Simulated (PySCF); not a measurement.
A geometry optimisation, step by step.

Compound: W(OMe)F5, CH₃F₅OW (singlet state).
Bonds: W1–O2, W1–F7, W1–F8, W1–F9, W1–F10, W1–F11, O2–C3. Hydrogens: H4, H5, H6 on C3.

Computed by this run: PySCF 2.14.0, PBE0-D3(BJ)/def2-SVP geometry optimisation, gas phase, def2 core potentials past Kr; density fitting, grid level 1; the optimiser is geomeTRIC in internal coordinates, started from a GFN2-xTB structure with every atom displaced at random (about 0.03 Å). 14 of its 19 geometries are shown. The frame can shift and turn from step to step; on so coarse a grid that alone can change the energy by a few meV, and forces under 0.02 eV/Å are noise.

Step 0: E = -18519.7385 eV, largest atomic force 6.931 eV/Å
```
atom  x, y, z in Å  |  force x, y, z in eV/Å
W1     -0.465   -0.258   -0.935   -3.968   3.734  -4.285
O2     -0.377   -0.395    0.815    1.056  -0.231   2.598
C3      0.627    0.168    1.560    4.074   0.323   0.827
H4      1.737   -0.291    1.267   -2.800   0.974   0.469
H5      0.515   -0.027    2.623   -0.344  -0.113   0.380
H6      0.708    1.280    1.393   -0.320  -0.800   0.002
F7     -0.540    0.115   -2.764    0.047  -0.115  -0.020
F8      1.359   -0.429   -1.180    0.023  -0.222   0.483
F9     -2.369    0.103   -0.788    2.264  -0.639  -0.358
F10    -0.257    1.655   -0.757    0.091  -1.767   0.123
F11    -0.840   -2.006   -1.204   -0.123  -1.145  -0.220
```

Step 1: E = -18520.2872 eV, largest atomic force 3.006 eV/Å
```
atom  x, y, z in Å  |  force x, y, z in eV/Å
W1     -0.510   -0.260   -0.961   -2.418   1.440  -1.055
O2     -0.336   -0.373    0.847   -0.078  -0.521   0.129
C3      0.685    0.192    1.568    2.497   0.045   0.876
H4      1.709   -0.249    1.248   -1.486   0.489   0.264
H5      0.593   -0.001    2.642   -0.320  -0.028   0.142
H6      0.753    1.285    1.384   -0.260  -0.247   0.026
F7     -0.611    0.112   -2.788    0.789   0.096   0.162
F8      1.331   -0.409   -0.986    0.305  -0.402  -0.658
F9     -2.360    0.055   -0.960    0.816  -0.096   0.448
F10    -0.238    1.578   -0.654   -0.174  -0.342  -0.514
F11    -0.917   -2.017   -1.309    0.329  -0.435   0.181
```

Step 3: E = -18520.6375 eV, largest atomic force 0.922 eV/Å
```
atom  x, y, z in Å  |  force x, y, z in eV/Å
W1     -0.521   -0.233   -1.010   -0.818   0.358   0.231
O2     -0.293   -0.348    0.823    0.380  -0.037  -0.604
C3      0.698    0.187    1.646    0.262   0.196   0.494
H4      1.670   -0.226    1.357    0.227  -0.158  -0.139
H5      0.533   -0.050    2.707   -0.282  -0.046  -0.083
H6      0.750    1.280    1.512   -0.163   0.012   0.007
F7     -0.591    0.130   -2.829    0.181  -0.025   0.025
F8      1.311   -0.465   -1.221   -0.062  -0.136   0.102
F9     -2.343    0.067   -0.881    0.115  -0.116  -0.001
F10    -0.247    1.597   -0.786    0.073  -0.017  -0.080
F11    -0.869   -2.025   -1.285    0.087  -0.030   0.048
```

Step 4: E = -18520.5851 eV, largest atomic force 0.940 eV/Å
```
atom  x, y, z in Å  |  force x, y, z in eV/Å
W1     -0.565   -0.186   -1.039    0.144   0.239   0.623
O2     -0.216   -0.308    0.758   -0.276   0.683   0.556
C3      0.744    0.159    1.686   -0.109  -0.013  -0.427
H4      1.732   -0.255    1.405   -0.172   0.062   0.006
H5      0.488   -0.145    2.710   -0.166  -0.120  -0.080
H6      0.775    1.262    1.623    0.031  -0.111   0.030
F7     -0.614    0.156   -2.854    0.379  -0.402  -0.295
F8      1.269   -0.476   -1.115    0.363   0.029  -0.867
F9     -2.398    0.052   -0.985   -0.013  -0.064   0.326
F10    -0.291    1.658   -0.955   -0.017  -0.126   0.403
F11    -0.826   -2.003   -1.203   -0.165  -0.177  -0.276
```

Step 6: E = -18520.7269 eV, largest atomic force 0.229 eV/Å
```
atom  x, y, z in Å  |  force x, y, z in eV/Å
W1     -0.542   -0.197   -1.040    0.086   0.000   0.079
O2     -0.212   -0.289    0.757    0.150   0.115   0.007
C3      0.720    0.180    1.696   -0.225   0.029  -0.028
H4      1.706   -0.230    1.447    0.138  -0.061  -0.022
H5      0.423   -0.132    2.706   -0.051  -0.049  -0.016
H6      0.753    1.280    1.639    0.000   0.006   0.006
F7     -0.580    0.118   -2.866   -0.052  -0.050  -0.003
F8      1.283   -0.488   -1.279   -0.034  -0.067  -0.007
F9     -2.370    0.046   -0.878    0.101   0.033  -0.015
F10    -0.231    1.634   -0.893   -0.103   0.006   0.017
F11    -0.852   -2.008   -1.258   -0.010   0.038  -0.019
```

Step 7: E = -18520.7312 eV, largest atomic force 0.212 eV/Å
```
atom  x, y, z in Å  |  force x, y, z in eV/Å
W1     -0.534   -0.193   -1.049    0.201  -0.065  -0.019
O2     -0.188   -0.266    0.741    0.128  -0.057   0.025
C3      0.718    0.186    1.708   -0.108  -0.061  -0.017
H4      1.715   -0.225    1.483   -0.013   0.001   0.025
H5      0.380   -0.147    2.699    0.022  -0.016   0.018
H6      0.754    1.287    1.674    0.000   0.018  -0.001
F7     -0.580    0.100   -2.879   -0.081   0.074   0.048
F8      1.280   -0.525   -1.317    0.001   0.058   0.053
F9     -2.355    0.062   -0.866   -0.044  -0.034  -0.043
F10    -0.244    1.639   -0.889    0.005   0.058  -0.157
F11    -0.848   -2.003   -1.273   -0.111   0.024   0.067
```

Step 8: E = -18520.7389 eV, largest atomic force 0.175 eV/Å
```
atom  x, y, z in Å  |  force x, y, z in eV/Å
W1     -0.528   -0.190   -1.054    0.172   0.023  -0.021
O2     -0.179   -0.259    0.737    0.097   0.002  -0.058
C3      0.715    0.182    1.716    0.000  -0.073   0.018
H4      1.716   -0.231    1.501   -0.085   0.032   0.029
H5      0.366   -0.160    2.700    0.022  -0.003   0.015
H6      0.756    1.283    1.693   -0.003   0.001   0.001
F7     -0.587    0.095   -2.885   -0.078   0.006   0.024
F8      1.286   -0.515   -1.328   -0.029   0.009   0.052
F9     -2.350    0.063   -0.866   -0.030   0.009  -0.031
F10    -0.239    1.646   -0.926   -0.020  -0.004  -0.055
F11    -0.859   -1.999   -1.258   -0.046  -0.002   0.027
```

Step 10: E = -18520.7505 eV, largest atomic force 0.141 eV/Å
```
atom  x, y, z in Å  |  force x, y, z in eV/Å
W1     -0.494   -0.173   -1.091    0.057   0.107   0.002
O2     -0.113   -0.191    0.691    0.051   0.017   0.010
C3      0.696    0.176    1.769    0.020  -0.139   0.009
H4      1.706   -0.243    1.619   -0.053   0.037  -0.009
H5      0.266   -0.231    2.698    0.007   0.082  -0.065
H6      0.758    1.276    1.822   -0.044  -0.034   0.010
F7     -0.617    0.040   -2.927   -0.081  -0.069   0.021
F8      1.305   -0.531   -1.410   -0.025  -0.035   0.029
F9     -2.310    0.102   -0.864   -0.008   0.071  -0.029
F10    -0.209    1.668   -1.063   -0.006  -0.052   0.023
F11    -0.888   -1.978   -1.213    0.082   0.015   0.001
```

Step 11: E = -18520.7554 eV, largest atomic force 0.091 eV/Å
```
atom  x, y, z in Å  |  force x, y, z in eV/Å
W1     -0.483   -0.166   -1.099   -0.035   0.041   0.030
O2     -0.093   -0.174    0.679    0.036   0.026   0.002
C3      0.691    0.173    1.779   -0.019  -0.089   0.008
H4      1.704   -0.241    1.646   -0.004   0.011  -0.017
H5      0.240   -0.248    2.691   -0.001   0.054  -0.029
H6      0.747    1.271    1.853   -0.023  -0.003   0.017
F7     -0.639    0.013   -2.937   -0.044  -0.057   0.005
F8      1.310   -0.539   -1.431   -0.019   0.005  -0.004
F9     -2.297    0.123   -0.861    0.015   0.041  -0.022
F10    -0.200    1.674   -1.097    0.038  -0.032   0.018
F11    -0.882   -1.971   -1.192    0.056   0.003  -0.009
```

Step 12: E = -18520.7608 eV, largest atomic force 0.090 eV/Å
```
atom  x, y, z in Å  |  force x, y, z in eV/Å
W1     -0.473   -0.157   -1.109   -0.026  -0.067   0.054
O2     -0.065   -0.152    0.664    0.002   0.018   0.016
C3      0.687    0.170    1.791   -0.025  -0.016  -0.023
H4      1.703   -0.238    1.677    0.006   0.005   0.003
H5      0.207   -0.264    2.679   -0.005  -0.007   0.031
H6      0.734    1.266    1.889    0.013   0.020   0.016
F7     -0.679   -0.027   -2.944   -0.023  -0.019  -0.026
F8      1.311   -0.541   -1.466    0.030   0.017  -0.039
F9     -2.280    0.144   -0.850   -0.040   0.045  -0.002
F10    -0.178    1.677   -1.139    0.044   0.038  -0.015
F11    -0.869   -1.965   -1.162    0.023  -0.035  -0.015
```

Step 14: E = -18520.7696 eV, largest atomic force 0.129 eV/Å
```
atom  x, y, z in Å  |  force x, y, z in eV/Å
W1     -0.438   -0.140   -1.136   -0.043  -0.117   0.032
O2      0.035   -0.070    0.614    0.008   0.003   0.034
C3      0.668    0.170    1.829   -0.035   0.047   0.039
H4      1.691   -0.233    1.792    0.018  -0.015  -0.001
H5      0.102   -0.318    2.636    0.002  -0.033   0.012
H6      0.701    1.255    2.010    0.021   0.006  -0.007
F7     -0.812   -0.149   -2.948    0.015   0.042  -0.058
F8      1.313   -0.554   -1.600    0.028   0.016  -0.016
F9     -2.221    0.224   -0.797   -0.040   0.035   0.028
F10    -0.101    1.677   -1.300    0.028   0.062  -0.050
F11    -0.840   -1.947   -1.069   -0.001  -0.046  -0.013
```

Step 15: E = -18520.7708 eV, largest atomic force 0.062 eV/Å
```
atom  x, y, z in Å  |  force x, y, z in eV/Å
W1     -0.436   -0.140   -1.137   -0.052  -0.031   0.011
O2      0.039   -0.067    0.613   -0.004  -0.011   0.003
C3      0.665    0.167    1.833   -0.009   0.022   0.005
H4      1.689   -0.235    1.799   -0.001  -0.004   0.002
H5      0.096   -0.327    2.635   -0.001  -0.015   0.001
H6      0.698    1.252    2.020    0.010  -0.001  -0.001
F7     -0.813   -0.143   -2.951    0.009   0.017   0.001
F8      1.312   -0.558   -1.606    0.007   0.009   0.001
F9     -2.218    0.236   -0.792    0.021   0.012   0.007
F10    -0.089    1.677   -1.310    0.013  -0.002  -0.022
F11    -0.844   -1.946   -1.073    0.007   0.002  -0.010
```

Step 17: E = -18520.7714 eV, largest atomic force 0.028 eV/Å
```
atom  x, y, z in Å  |  force x, y, z in eV/Å
W1     -0.433   -0.134   -1.140    0.004   0.027  -0.004
O2      0.043   -0.066    0.611    0.000  -0.013  -0.002
C3      0.658    0.157    1.839    0.004  -0.005  -0.007
H4      1.684   -0.241    1.808   -0.005   0.000   0.001
H5      0.086   -0.351    2.629    0.000   0.005  -0.003
H6      0.688    1.240    2.038   -0.004  -0.004   0.002
F7     -0.818   -0.129   -2.952   -0.001  -0.007   0.007
F8      1.313   -0.563   -1.612   -0.004  -0.007   0.006
F9     -2.208    0.263   -0.785    0.005   0.002  -0.003
F10    -0.061    1.677   -1.323   -0.001  -0.005   0.005
F11    -0.852   -1.938   -1.083    0.002   0.006  -0.001
```

Step 18: E = -18520.7715 eV, largest atomic force 0.027 eV/Å
```
atom  x, y, z in Å  |  force x, y, z in eV/Å
W1     -0.428   -0.127   -1.143    0.014   0.021  -0.010
O2      0.043   -0.067    0.610    0.002  -0.005  -0.002
C3      0.651    0.147    1.842    0.004  -0.010   0.003
H4      1.678   -0.249    1.813    0.000  -0.001  -0.001
H5      0.077   -0.370    2.625   -0.001   0.008  -0.001
H6      0.677    1.228    2.051   -0.004  -0.001   0.003
F7     -0.815   -0.118   -2.954   -0.001  -0.007  -0.002
F8      1.315   -0.566   -1.612   -0.002  -0.005  -0.001
F9     -2.200    0.284   -0.787   -0.005  -0.001  -0.005
F10    -0.041    1.681   -1.325   -0.003   0.000   0.011
F11    -0.859   -1.929   -1.091   -0.004   0.000   0.004
```

Q: Summarise the path.

A: The energy falls by 99.67 kJ/mol from step 0 to step 18; nine tenths of that is first reached at step 5. It rises by more than 0.2 meV at step 4. The largest force goes from 6.931 to 0.027 eV/Å. Among the bonds C3–H4 changes most, from 1.236 to 1.101 Å; the atoms move by 0.447 Å rms after alignment.

What follows is the cost of the whole optimisation. Time: 4.2 min of wall time; peak memory 0.56 GiB. Hardware: Arm Neoverse V1, one thread, no GPU (shared host).
